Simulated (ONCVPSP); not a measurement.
What one change does to a pseudopotential (phosphorus, ONCV)

ONCVPSP 4.0.1 input, shortened (lines: element, Z, core and valence counts, functional; n l f; lmax; l rc ep ncon nbas qcut; lloc lpopt rc5 dvloc0; l nproj debl; icmod fcfact rcfact), PBE, scalar-relativistic:

```
  P 15.00    3    2        4      upf
    1    0    2.00
    2    0    2.00
    2    1    6.00
    3    0    2.00
    3    1    3.00
    2
    0    1.35    0.00    4    7    6.20
    1    1.20    0.00    4    8    8.00
    2    1.20    0.09    5    8    7.40
    1    5    1.20    0.00
    0    2    0.90
    1    0    2.40
    2    2    2.50
    1    0.50    0.00
```

All-electron outer shells of the reference configuration (PBE, scalar-relativistic, ld1.x):

| shell | level (eV) | outermost node (bohr) | outermost maximum (bohr) |
| --- | --- | --- | --- |
| 2s | -173.99 | 0.14 | 0.42 |
| 2p | -124.49 | – | 0.36 |
| 3s | -13.97 | 0.65 | 1.58 |
| 3p | -5.51 | 0.64 | 1.83 |

Change: p: nbas 9.

Cutoffs: the cutoffs (Ha) at which the residual kinetic energy of the hardest occupied pseudo-wave falls to 1 and 0.1 mHa per electron; they do not see the model core or the augmentation charge, which bear on the density cutoff. Errors are all-electron minus pseudo energies relative to the spin-unpolarised reference configuration.

Task: Predict the effect on cutoff, ghosts and configuration errors.

Result: The potential gets neither clearly harder nor softer (31 Ha and 128 Ha → 29 Ha and 159 Ha); both files keep a bound ghost (s); the errors of the 4 common tests hardly move.

| quantity | base | changed |
| --- | --- | --- |
| cutoff, loose | 31 Ha | 29 Ha |
| cutoff, tight | 128 Ha | 159 Ha |
| loose cutoff by channel | s 9.9 Ha, p 31 Ha | s 9.9 Ha, p 29 Ha |
| bound ghosts | s | s |
| GHOST(+) flags under 300 eV | none | none |
| error for 3s2 3p2, meV [ΔE 9.73 eV] | +2.7 | +2.6 |
| error for 3s2 3p1, meV [ΔE 28.88 eV] | +14 | +14 |
| error for 3s2 3p0, meV [ΔE 58.62 eV] | +25 | +26 |
| error for 3s1 3p4, meV [ΔE 8.53 eV] | +1.8 | +1.7 |
| s: phases at 1.37 bohr within 0.05 rad from the reference energy up to (Ha; the scan ends near 5) | to the end of the scan | to the end of the scan |
| p: phases at 1.22 bohr within 0.05 rad from the reference energy up to (Ha; the scan ends near 5) | 0.6 | 0.7 |
| d: phases at 1.22 bohr within 0.05 rad from the reference energy up to (Ha; the scan ends near 5) | to the end of the scan | to the end of the scan |
| rms error of d²Exc/dni dnj with the model core, mHa | 0.29 | 0.29 |

 A true bound ghost makes a file unfit for plane-wave use even where its test errors are small: the radial tests pick states by their node count and pass the ghost by.
